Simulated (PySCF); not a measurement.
**Basis-set dependence of population analyses: `N#CC1=CC=C[SiH2]1`**

Species: C5H5NSi.
Cartesian coordinates in Å at the PBE0-D3(BJ)/def2-SVP level; atoms count from 1:
```xyz
12
C5H5NSi angstrom
N      3.4255    0.7240   -0.7106
C      2.3062    0.5422   -0.4563
C      0.9481    0.2738   -0.1664
C      0.1105    1.1370    0.4669
C     -1.2706    0.6805    0.6835
C     -1.5894   -0.5543    0.2369
Si    -0.0536   -1.2836   -0.5480
H      0.4288    2.1274    0.8073
H     -1.9810    1.3425    1.1896
H     -2.5895   -0.9761    0.3539
H      0.4770   -2.4937    0.1437
H     -0.1739   -1.5497   -2.0104
```

PBE0 throughout (PySCF), one geometry, spherical d and f functions. Isolated species at its PBE0-D3(BJ)/def2-SVP geometry, gas phase. The first 7 of 11 kinds of atom are listed.

Mulliken charges (e):

```csv
basis,functions,N1,C2,C3,C4,C5,C6,Si7
pcSseg-0,77,-0.353,+0.051,-0.440,-0.082,-0.186,-0.744,+1.018
6-31G*,112,-0.363,+0.202,-0.203,-0.122,-0.151,-0.366,+0.505
cc-pVDZ,127,-0.134,-0.035,-0.164,+0.028,+0.010,-0.157,+0.417
def2-SVP,127,0.000,-0.066,-0.367,+0.040,-0.018,-0.228,+0.564
aug-cc-pVDZ,210,-0.229,-0.654,+0.543,+0.949,+0.634,-0.058,-0.175
"6-311+G(2d,p)",227,-0.277,-0.712,+0.706,+0.004,-0.108,-0.374,+0.460
def2-TZVP,253,-0.010,-0.275,+0.067,-0.122,-0.115,-0.246,+0.275
cc-pVTZ,284,-0.113,-0.059,-0.089,-0.108,-0.089,-0.240,+0.337
IGLO-III,304,-0.298,-0.027,-0.105,-0.037,-0.007,-0.374,+0.812
pcSseg-2,329,-0.161,-0.009,-0.105,-0.036,-0.015,-0.242,+0.619
```

IAO charges (e):

```json
{"basis": "pcSseg-0", "functions": "77", "N1": "-0.238", "C2": "+0.130", "C3": "-0.303", "C4": "-0.094", "C5": "-0.135", "C6": "-0.389", "Si7": "+0.641"}
{"basis": "6-31G*", "functions": "112", "N1": "-0.247", "C2": "+0.137", "C3": "-0.317", "C4": "-0.090", "C5": "-0.127", "C6": "-0.412", "Si7": "+0.755"}
{"basis": "cc-pVDZ", "functions": "127", "N1": "-0.238", "C2": "+0.130", "C3": "-0.312", "C4": "-0.095", "C5": "-0.131", "C6": "-0.411", "Si7": "+0.746"}
{"basis": "def2-SVP", "functions": "127", "N1": "-0.237", "C2": "+0.130", "C3": "-0.317", "C4": "-0.090", "C5": "-0.127", "C6": "-0.410", "Si7": "+0.761"}
{"basis": "aug-cc-pVDZ", "functions": "210", "N1": "-0.256", "C2": "+0.141", "C3": "-0.315", "C4": "-0.096", "C5": "-0.135", "C6": "-0.416", "Si7": "+0.751"}
{"basis": "6-311+G(2d,p)", "functions": "227", "N1": "-0.258", "C2": "+0.142", "C3": "-0.325", "C4": "-0.095", "C5": "-0.134", "C6": "-0.424", "Si7": "+0.783"}
{"basis": "def2-TZVP", "functions": "253", "N1": "-0.256", "C2": "+0.142", "C3": "-0.326", "C4": "-0.095", "C5": "-0.133", "C6": "-0.427", "Si7": "+0.792"}
{"basis": "cc-pVTZ", "functions": "284", "N1": "-0.253", "C2": "+0.141", "C3": "-0.323", "C4": "-0.096", "C5": "-0.133", "C6": "-0.424", "Si7": "+0.777"}
{"basis": "IGLO-III", "functions": "304", "N1": "-0.258", "C2": "+0.142", "C3": "-0.327", "C4": "-0.095", "C5": "-0.134", "C6": "-0.427", "Si7": "+0.791"}
{"basis": "pcSseg-2", "functions": "329", "N1": "-0.258", "C2": "+0.143", "C3": "-0.327", "C4": "-0.094", "C5": "-0.133", "C6": "-0.427", "Si7": "+0.789"}
```

Hirshfeld charges (e):

```
        basis  functions      N1      C2      C3      C4      C5      C6     Si7
     pcSseg-0         77  -0.214  +0.049  -0.080  -0.007  -0.030  -0.126  +0.347
       6-31G*        112  -0.229  +0.065  -0.076   0.000  -0.026  -0.125  +0.321
      cc-pVDZ        127  -0.215  +0.056  -0.079  -0.006  -0.029  -0.125  +0.341
     def2-SVP        127  -0.222  +0.062  -0.080  -0.006  -0.029  -0.126  +0.347
  aug-cc-pVDZ        210  -0.229  +0.061  -0.087  -0.012  -0.038  -0.133  +0.357
6-311+G(2d,p)        227  -0.231  +0.060  -0.089  -0.010  -0.036  -0.131  +0.359
    def2-TZVP        253  -0.231  +0.062  -0.085  -0.009  -0.034  -0.131  +0.351
      cc-pVTZ        284  -0.229  +0.062  -0.082  -0.008  -0.033  -0.129  +0.348
     IGLO-III        304  -0.232  +0.059  -0.084  -0.011  -0.037  -0.130  +0.353
     pcSseg-2        329  -0.231  +0.064  -0.087  -0.011  -0.035  -0.133  +0.357
```

ESP-fitted charges (e):

| basis | functions | N1 | C2 | C3 | C4 | C5 | C6 | Si7 |
| --- | --- | --- | --- | --- | --- | --- | --- | --- |
| pcSseg-0 | 77 | -0.528 | +0.563 | -0.456 | -0.035 | -0.043 | -0.490 | +0.658 |
| 6-31G* | 112 | -0.447 | +0.376 | -0.243 | -0.060 | -0.063 | -0.373 | +0.489 |
| cc-pVDZ | 127 | -0.418 | +0.339 | -0.230 | -0.055 | -0.051 | -0.366 | +0.459 |
| def2-SVP | 127 | -0.444 | +0.388 | -0.278 | -0.043 | -0.042 | -0.388 | +0.507 |
| aug-cc-pVDZ | 210 | -0.461 | +0.368 | -0.210 | -0.063 | -0.068 | -0.380 | +0.480 |
| 6-311+G(2d,p) | 227 | -0.456 | +0.354 | -0.203 | -0.059 | -0.079 | -0.391 | +0.481 |
| def2-TZVP | 253 | -0.451 | +0.347 | -0.193 | -0.060 | -0.074 | -0.379 | +0.475 |
| cc-pVTZ | 284 | -0.443 | +0.342 | -0.200 | -0.060 | -0.067 | -0.378 | +0.481 |
| IGLO-III | 304 | -0.456 | +0.354 | -0.200 | -0.054 | -0.074 | -0.381 | +0.479 |
| pcSseg-2 | 329 | -0.463 | +0.369 | -0.217 | -0.057 | -0.070 | -0.393 | +0.511 |

Task: Which scheme is steadiest as the basis changes?

Result: Largest range over the bases for any column: Hirshfeld 0.04 e, IAO 0.15 e, ESP-fitted 0.26 e, Mulliken 1.19 e. Hirshfeld charges move least and Mulliken charges most, counted in e.

Task: How much do the charges still move between the two largest bases, IGLO-III and pcSseg-2?

Result: At most, over all atoms: Mulliken 0.193 e, IAO 0.002 e, Hirshfeld 0.005 e, ESP-fitted 0.032 e.

Task: What do the same runs give for the total energy, the frontier levels and the dipole moment?

Result: 
| basis | energy (Eh) | HOMO (eV) | LUMO (eV) | μ (D) |
| --- | --- | --- | --- | --- |
| pcSseg-0 | -536.4171 | -7.51 | -2.63 | 4.82 |
| 6-31G* | -537.2897 | -7.13 | -2.38 | 4.85 |
| cc-pVDZ | -537.3268 | -7.23 | -2.48 | 4.67 |
| def2-SVP | -537.0401 | -7.33 | -2.58 | 4.70 |
| aug-cc-pVDZ | -537.3392 | -7.37 | -2.66 | 4.98 |
| 6-311+G(2d,p) | -537.3878 | -7.39 | -2.69 | 5.03 |
| def2-TZVP | -537.4099 | -7.38 | -2.67 | 4.99 |
| cc-pVTZ | -537.4045 | -7.35 | -2.63 | 4.91 |
| IGLO-III | -537.4137 | -7.38 | -2.69 | 5.02 |
| pcSseg-2 | -537.4148 | -7.40 | -2.71 | 4.99 |

The dipole is fixed by the density alone, so its range of 0.36 D shows that the density itself changes with the basis, not only its division among atoms.
